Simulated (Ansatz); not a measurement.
Cost and result up the ladder for Rb5H4 (9 atoms). Charge 0, multiplicity 2. Geometry: B3LYP-D4/def2-SVP.

Cartesian coordinates in Å:
```
Rb 0.084 3.209 1.196
Rb -2.555 -0.555 2.230
Rb 3.315 0.422 -0.801
Rb 0.690 -3.345 0.260
Rb -0.782 0.138 -1.471
H -1.646 -2.060 0.226
H 1.608 -1.519 -1.452
H -1.983 1.585 0.747
H 1.269 2.126 -0.934
```

Ansatz on 4 threads of Arm Neoverse V1 on a shared host. Times are rough, and most runs start from the orbitals of an earlier one. ωB97X-V/def2-TZVP serves as the yardstick here, not as an exact answer. Differences are given only for rows in sets of like size (and for xTB, whose basis is part of the method), since another set adds its own error. Binding counts from free atoms at the same level (Rb doublet, H doublet; other spins of the atoms weren't run), without zero-point energy or a counterpoise term.

In the def2 sets Rb takes a core potential; there is no spin–orbit coupling. LC-ωPBE has ω = 0.4 bohr⁻¹. HSE06 is defined as in plane-wave codes, on full-range PBE exchange. Correlated methods freeze no core orbitals; core or outer-core shells of Rb are correlated, in sets that lack core-valence functions. The rows differ in basis, and correlated rows in double-zeta sets carry the largest basis error. Another isomer (doublet) lies 0.25 eV lower at PBE0-D4/def2-TZVP; other spin states weren't run for this one.

Correlated methods converge slowly with the basis, most of all in double-zeta sets.

```json
{"level": "MP2/def2-TZVP", "functions": "189", "wall time": "4.9 s", "binding energy per atom (eV)": "1.06", "difference from ωB97X-V/def2-TZVP (eV)": "-0.29"}
{"level": "PBE-D4/def2-SVP", "functions": "140", "wall time": "5.5 s", "binding energy per atom (eV)": "1.26", "difference from ωB97X-V/def2-TZVP (eV)": "–"}
{"level": "PBE0-D4/def2-SVP", "functions": "140", "wall time": "7 s", "binding energy per atom (eV)": "1.26", "difference from ωB97X-V/def2-TZVP (eV)": "–"}
{"level": "PBE-D4/def2-TZVP (with forces)", "functions": "189", "wall time": "8.5 s", "binding energy per atom (eV)": "1.27", "difference from ωB97X-V/def2-TZVP (eV)": "-0.08"}
{"level": "PBE0-D4/def2-TZVP", "functions": "189", "wall time": "9.5 s", "binding energy per atom (eV)": "1.27", "difference from ωB97X-V/def2-TZVP (eV)": "-0.08"}
{"level": "LC-ωPBE/def2-TZVP", "functions": "189", "wall time": "10 s", "binding energy per atom (eV)": "1.30", "difference from ωB97X-V/def2-TZVP (eV)": "-0.06"}
{"level": "HSE06-D4/def2-TZVP", "functions": "189", "wall time": "12 s", "binding energy per atom (eV)": "1.26", "difference from ωB97X-V/def2-TZVP (eV)": "-0.09"}
{"level": "r2SCAN-D4/def2-TZVP", "functions": "189", "wall time": "19 s", "binding energy per atom (eV)": "1.29", "difference from ωB97X-V/def2-TZVP (eV)": "-0.06"}
{"level": "ωB97X-V/def2-TZVP", "functions": "189", "wall time": "46 s", "binding energy per atom (eV)": "1.35", "difference from ωB97X-V/def2-TZVP (eV)": "0.00"}
{"level": "CCSD(T)/def2-SVP", "functions": "140", "wall time": "4 min", "binding energy per atom (eV)": "1.11", "difference from ωB97X-V/def2-TZVP (eV)": "–"}
```
